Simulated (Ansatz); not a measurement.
Level of theory: B3LYP-D3(BJ)/def2-TZVP in Ansatz (a program for electronic structure). No frequencies were computed at this level.

Ansatz 0.2 input:
```yaml
crystal:
  periodic: [false, false, false]
  atoms:
    - { symbol: Si, position_ang: [-0.864539, -1.782111, 0.028187] }
    - { symbol: B, position_ang: [-0.015413, -0.003971, 0.027979] }
    - { symbol: Si, position_ang: [1.947578, 0.14433, 0.143338] }
    - { symbol: Si, position_ang: [-1.101331, 1.631941, -0.14338] }
    - { symbol: H, position_ang: [-2.280462, -1.828577, -0.375785] }
    - { symbol: H, position_ang: [-0.835274, -2.36751, 1.382065] }
    - { symbol: H, position_ang: [-0.195435, -2.766394, -0.840625] }
    - { symbol: H, position_ang: [2.66543, -1.062796, 0.589543] }
    - { symbol: H, position_ang: [2.422779, 1.209118, 1.044537] }
    - { symbol: H, position_ang: [2.522202, 0.464597, -1.176628] }
    - { symbol: H, position_ang: [-1.160336, 2.05511, -1.555286] }
    - { symbol: H, position_ang: [-0.598493, 2.803148, 0.595411] }
    - { symbol: H, position_ang: [-2.506706, 1.503114, 0.280644] }
basis:
  gaussian: { orbitals: def2-tzvp }
hamiltonian:
  xc: b3lyp
  dispersion: d3bj
relax:
  max_steps: 150
```

Output:

```
Functional definition: B3LYP
1348 factors; their error is unknown
mean field evaluation 1: about -24455.3572 eV, gradient 2.2e1 eV
mean field evaluation 2: about -24456.1260 eV, gradient 1.6e1 eV
mean field evaluation 4: about -24457.1037 eV, gradient 8.2e-1 eV
mean field evaluation 8: about -24457.1781 eV, gradient 1.4e-1 eV
mean field evaluation 16: about -24457.1781 eV, gradient 1.2e-5 eV
mean field -24457.17810320 eV, -898.7847176219 hartree, gradient 1.2e-5 eV, S^2 0.000000; 0 other end points of the search recorded, 0 dependent functions left out
reference -24457.17844686 eV, -898.7847302510 hartree; 28, 28 occupied and 168, 168 virtual orbitals, 1348 factors
relax step   1: F+E_penalty+E_count = -24457.75711475 eV  Δ(F+E_penalty+E_count) = +0.000e0 eV  max|allowed force component| = 7.331e-1 eV/Å  Δτ_max = 0.0000 Å  (26 SCF iters, accepted)
these checks for a lower state are left out or cut short: starts, cluster_reference, orbital_swaps, neighbouring_geometries, increment
1348 factors; their error is unknown
mean field -24457.28509345 eV, -898.7886494409 hartree, gradient 2.3e-5 eV, S^2 0.000000; 0 other end points of the search recorded, 0 dependent functions left out
reference -24457.28543692 eV, -898.7886620634 hartree; 28, 28 occupied and 168, 168 virtual orbitals, 1348 factors
relax step   2: F+E_penalty+E_count = -24457.86641812 eV  Δ(F+E_penalty+E_count) = -1.093e-1 eV  max|allowed force component| = 9.641e-2 eV/Å  Δτ_max = 0.0882 Å  (28 SCF iters, accepted)
these checks for a lower state are left out or cut short: starts, cluster_reference, orbital_swaps, neighbouring_geometries, increment
1348 factors; their error is unknown
mean field -24457.29875545 eV, -898.7891515102 hartree, gradient 2.1e-5 eV, S^2 0.000000; 0 other end points of the search recorded, 0 dependent functions left out
reference -24457.29909987 eV, -898.7891641676 hartree; 28, 28 occupied and 168, 168 virtual orbitals, 1348 factors
relax step   3: F+E_penalty+E_count = -24457.87533526 eV  Δ(F+E_penalty+E_count) = -8.917e-3 eV  max|allowed force component| = 3.294e-2 eV/Å  Δτ_max = 0.0378 Å  (30 SCF iters, accepted)
these checks for a lower state are left out or cut short: starts, cluster_reference, orbital_swaps, neighbouring_geometries, increment
1348 factors; their error is unknown
mean field evaluation 32: about -24457.2261 eV, gradient 8.7e-2 eV
mean field -24457.29897022 eV, -898.7891594029 hartree, gradient 8.9e-6 eV, S^2 0.000000; 0 other end points of the search recorded, 0 dependent functions left out
reference -24457.29931340 eV, -898.7891720145 hartree; 28, 28 occupied and 168, 168 virtual orbitals, 1348 factors
relax step   4: F+E_penalty+E_count = -24457.87789949 eV  Δ(F+E_penalty+E_count) = -2.564e-3 eV  max|allowed force component| = 6.096e-2 eV/Å  Δτ_max = 0.1246 Å  (29 SCF iters, accepted)
these checks for a lower state are left out or cut short: starts, cluster_reference, orbital_swaps, neighbouring_geometries, increment
1348 factors; their error is unknown
mean field -24457.30514365 eV, -898.7893862722 hartree, gradient 2.1e-5 eV, S^2 0.000000; 0 other end points of the search recorded, 0 dependent functions left out
reference -24457.30548662 eV, -898.7893988760 hartree; 28, 28 occupied and 168, 168 virtual orbitals, 1348 factors
relax step   5: F+E_penalty+E_count = -24457.88247498 eV  Δ(F+E_penalty+E_count) = -4.575e-3 eV  max|allowed force component| = 2.411e-2 eV/Å  Δτ_max = 0.0671 Å  (29 SCF iters, accepted)
these checks for a lower state are left out or cut short: starts, cluster_reference, orbital_swaps, neighbouring_geometries, increment
1348 factors; their error is unknown
mean field -24457.30639998 eV, -898.7894324416 hartree, gradient 2.1e-5 eV, S^2 0.000000; 0 other end points of the search recorded, 0 dependent functions left out
reference -24457.30674288 eV, -898.7894450428 hartree; 28, 28 occupied and 168, 168 virtual orbitals, 1348 factors
relax step   6: F+E_penalty+E_count = -24457.88346614 eV  Δ(F+E_penalty+E_count) = -9.912e-4 eV  max|allowed force component| = 7.217e-2 eV/Å  Δτ_max = 0.1047 Å  (28 SCF iters, accepted)
these checks for a lower state are left out or cut short: starts, cluster_reference, orbital_swaps, neighbouring_geometries, increment
1348 factors; their error is unknown
mean field -24457.30697593 eV, -898.7894536073 hartree, gradient 2.1e-5 eV, S^2 0.000000; 0 other end points of the search recorded, 0 dependent functions left out
reference -24457.30731885 eV, -898.7894662093 hartree; 28, 28 occupied and 168, 168 virtual orbitals, 1348 factors
relax step   7: F+E_penalty+E_count = -24457.88396187 eV  Δ(F+E_penalty+E_count) = -4.957e-4 eV  max|allowed force component| = 3.361e-2 eV/Å  Δτ_max = 0.0091 Å  (30 SCF iters, accepted)
these checks for a lower state are left out or cut short: starts, cluster_reference, orbital_swaps, neighbouring_geometries, increment
1348 factors; their error is unknown
mean field evaluation 64: about -24457.3071 eV, gradient 2.0e-5 eV
mean field -24457.30709729 eV, -898.7894580674 hartree, gradient 2.0e-5 eV, S^2 0.000000; 0 other end points of the search recorded, 0 dependent functions left out
reference -24457.30744020 eV, -898.7894706690 hartree; 28, 28 occupied and 168, 168 virtual orbitals, 1348 factors
relax step   8: F+E_penalty+E_count = -24457.88427772 eV  Δ(F+E_penalty+E_count) = -3.158e-4 eV  max|allowed force component| = 3.692e-3 eV/Å  Δτ_max = 0.0179 Å  (29 SCF iters, accepted)
these checks for a lower state are left out or cut short: starts, cluster_reference, orbital_swaps, neighbouring_geometries, increment
1348 factors; their error is unknown
mean field -24457.30730072 eV, -898.7894655433 hartree, gradient 2.0e-5 eV, S^2 0.000000; 0 other end points of the search recorded, 0 dependent functions left out
reference -24457.30764372 eV, -898.7894781483 hartree; 28, 28 occupied and 168, 168 virtual orbitals, 1348 factors
relax step   9: F+E_penalty+E_count = -24457.88446134 eV  Δ(F+E_penalty+E_count) = -1.836e-4 eV  max|allowed force component| = 9.079e-3 eV/Å  Δτ_max = 0.0385 Å  (28 SCF iters, accepted)
these checks for a lower state are left out or cut short: starts, cluster_reference, orbital_swaps, neighbouring_geometries, increment
1348 factors; their error is unknown
mean field -24457.30730696 eV, -898.7894657723 hartree, gradient 2.0e-5 eV, S^2 0.000000; 0 other end points of the search recorded, 0 dependent functions left out
reference -24457.30765001 eV, -898.7894783792 hartree; 28, 28 occupied and 168, 168 virtual orbitals, 1348 factors
relax step  10: F+E_penalty+E_count = -24457.88449012 eV  Δ(F+E_penalty+E_count) = -2.878e-5 eV  max|allowed force component| = 1.005e-2 eV/Å  Δτ_max = 0.0209 Å  (29 SCF iters, accepted)
these checks for a lower state are left out or cut short: starts, cluster_reference, orbital_swaps, neighbouring_geometries, increment
1348 factors; their error is unknown
mean field -24457.30727773 eV, -898.7894646982 hartree, gradient 9.4e-6 eV, S^2 0.000000; 0 other end points of the search recorded, 0 dependent functions left out
reference -24457.30762077 eV, -898.7894773048 hartree; 28, 28 occupied and 168, 168 virtual orbitals, 1348 factors
relax step  11: F+E_penalty+E_count = -24457.88452008 eV  Δ(F+E_penalty+E_count) = -2.996e-5 eV  max|allowed force component| = 2.981e-3 eV/Å  Δτ_max = 0.0045 Å  (23 SCF iters, accepted)
1348 factors; their error is unknown
mean field evaluation 96: about -24457.3073 eV, gradient 2.4e-2 eV
mean field -24457.30727773 eV, -898.7894646982 hartree, gradient 1.0e-5 eV, S^2 0.000000; 1 other end points of the search recorded, 0 dependent functions left out
reference -24457.30762077 eV, -898.7894773048 hartree; 28, 28 occupied and 168, 168 virtual orbitals, 1348 factors
Total energy: -24457.88486312 eV, -898.8106905700 hartree
Atom 0 at    -0.861365    -1.779982    -0.073524 Å, force     0.002981     0.002448    -0.001153 eV/Å
Atom 1 at     0.011832     0.016149     0.050661 Å, force    -0.002017     0.001076    -0.000236 eV/Å
Atom 2 at     2.005750     0.136708     0.165388 Å, force     0.002363     0.000201    -0.000369 eV/Å
Atom 3 at    -1.136503     1.653240    -0.040534 Å, force     0.000297    -0.001760     0.000975 eV/Å
Atom 4 at    -2.182462    -1.774997    -0.749846 Å, force     0.000397    -0.001433     0.001593 eV/Å
Atom 5 at    -1.075776    -2.159315     1.353017 Å, force    -0.000686    -0.001059    -0.000942 eV/Å
Atom 6 at    -0.010380    -2.822179    -0.700298 Å, force    -0.001042    -0.000250     0.000650 eV/Å
Atom 7 at     2.654758    -1.093290     0.684084 Å, force    -0.000606    -0.000538     0.000443 eV/Å
Atom 8 at     2.498759     1.297313     0.947810 Å, force    -0.000328    -0.000412    -0.001283 eV/Å
Atom 9 at     2.438496     0.317405    -1.250267 Å, force    -0.000139    -0.000662     0.000764 eV/Å
Atom 10 at    -1.329333     1.888320    -1.499851 Å, force     0.000185     0.001045    -0.000864 eV/Å
Atom 11 at    -0.537017     2.875538     0.549105 Å, force    -0.001436    -0.000070     0.000699 eV/Å
Atom 12 at    -2.476758     1.445091     0.564255 Å, force     0.000032     0.001413    -0.000276 eV/Å
Dipole moment:     0.001579     0.001390     0.021406 e Å
```

Cost: very roughly 120 core-seconds.
